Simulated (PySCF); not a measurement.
# Deuteron quadrupole couplings in `CN[Si@H]([SiH3])O[SiH3]`

Species: CH11NOSi3.
Z-matrix (Å and degrees, PBE0-D3(BJ)/def2-SVP geometry), rows numbered from 1:
```
C 
N   1  1.4429
Si  2  1.7210  1  127.03
Si  3  2.3425  2  111.96  1    45.30
O   3  1.6758  2  113.31  1   -72.61
Si  5  1.6612  3  135.50  2   -30.77
H   1  1.1055  2  113.11  3   108.61
H   1  1.1039  2  112.17  3  -129.27
H   1  1.1015  2  109.94  3   -10.56
H   2  1.0136  1  114.60  3  -175.00
H   3  1.4943  2  105.15  1   168.62
H   4  1.4972  3  110.33  2    59.09
H   4  1.4954  3  110.70  2   179.23
H   4  1.4975  3  110.88  2   -60.67
H   6  1.4897  5  108.28  3  -171.71
H   6  1.4954  5  110.70  3    68.71
H   6  1.4965  5  111.02  3   -51.81
```

Level: PBE0/pcSseg-1 (PySCF, non-relativistic); Q(2H) = 0.00286 b; rigid geometry, the same for H and D, with no vibrational averaging.

**Question.** Rank these positions by the coupling χzz of a deuteron there, largest first.
A. H8 (methyl hydrogen)
B. H10 (N–H hydrogen)
C. H15 (Si–H hydrogen)

**Answer.** B (274 kHz), A (189 kHz), C (94 kHz).

**Question.** Give the electric field gradient Vzz (the principal value of largest size), its asymmetry and the 2H coupling at each hydrogen.

**Answer.** 
| atom | bonded to | bond length (Å) | Vzz (au) | η | χzz (kHz) |
| --- | --- | --- | --- | --- | --- |
| H7 | C1 | 1.105 | 0.2787 | 0.05 | 187 |
| H8 | C1 | 1.104 | 0.2818 | 0.06 | 189 |
| H9 | C1 | 1.101 | 0.2832 | 0.09 | 190 |
| H10 | N2 | 1.014 | 0.4078 | 0.19 | 274 |
| H11 | Si3 | 1.494 | 0.1374 | 0.02 | 92 |
| H12 | Si4 | 1.497 | 0.1405 | 0.01 | 94 |
| H13 | Si4 | 1.495 | 0.1418 | 0.01 | 95 |
| H14 | Si4 | 1.497 | 0.1409 | 0.01 | 95 |
| H15 | Si6 | 1.490 | 0.1399 | 0.03 | 94 |
| H16 | Si6 | 1.495 | 0.1370 | 0.04 | 92 |
| H17 | Si6 | 1.496 | 0.1358 | 0.04 | 91 |

**Question.** Average by the element that carries the hydrogen.

**Answer.** on C: 189 kHz over 3 positions, mean bond length 1.104 Å; on N: 274 kHz over 1 position, mean bond length 1.014 Å; on Si: 93 kHz over 7 positions, mean bond length 1.495 Å.

**Question.** Give the 2H NMR doublet splittings at H12 for a magnetic field along the z, y and x axes of the gradient: 3χ/2, 3χ(1 + η)/4, 3χ(1 − η)/4.

**Answer.** With |χ| = 94.4 kHz and η = 0.013: 142, 72 and 70 kHz, to first order and without motion.

One conformer (not necessarily the lowest) at the PBE0-D3(BJ)/def2-SVP geometry, without solvent, vibrations or thermal averaging. The basis is small and wasn't made for field gradients, so the couplings can be 20 % off.
